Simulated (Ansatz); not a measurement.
Ideal-gas functions of CH$_{3}$Cl$_{2}$OV (`[CH3][V](=[O])([Cl])[Cl]`) at 600 K and 1 bar, from an Ansatz frequency run at PBE0-D4/def2-TZVP.

Molar mass 152.88 g/mol, point group Cs (symmetry number 1), electronic degeneracy 1, moments of inertia 179.199, 298.487, 354.608 u Å². Harmonic wavenumbers (cm⁻¹, unscaled): 117, 153, 163, 165, 246, 256, 430, 500, 572, 584, 680, 1144, 1166, 1398, 1405, 3044, 3159, 3163.

Use S(trans) = R[1.5 ln M + 2.5 ln T − 1.1517]; rotational temperatures θ = 24.2544 K / I; S(rot) = R[ln(√π/σ · √(T³/θAθBθC)) + 1.5]; for each mode x = 1.438777 ν̃/T, S = R[x/(eˣ − 1) − ln(1 − e⁻ˣ)] and H = RT x/(eˣ − 1); 1 cm⁻¹ = 0.0119627 kJ/mol; R = 8.31446 J/(mol·K).

**Question.** By hand: the entropy, in J/(mol·K).

**Answer.** Translation 186.1. Rotation: θ = 0.1353, 0.0813, 0.0684 K, giving 126.9. Vibration, mode by mode: 18.91, 16.70, 16.18, 16.08, 12.82, 12.50, 8.42, 7.29, 6.31, 6.16, 5.11, 2.12, 2.04, 1.31, 1.29, 0.05, 0.04, 0.04, in all 133.3. Electronic 0.0. Sum 446.3 J/(mol·K).

**Question.** By hand: H − E and G − E in kJ/mol, counted from the electronic energy.

**Answer.** Zero-point energy ½ × 18345 × 0.0119627 = 109.7; thermal vibration 39.0; translation, rotation and pV give 4 RT = 20.0. H − E = 168.7 kJ/mol, and G − E = 168.7 − 600 × 446.3/1000 = -99.1 kJ/mol.

Vibration gives 30 % of the entropy, 18.9 J/(mol·K) of it from the mode under 150 cm⁻¹: soft modes count most, and the harmonic formula is weakest for them.
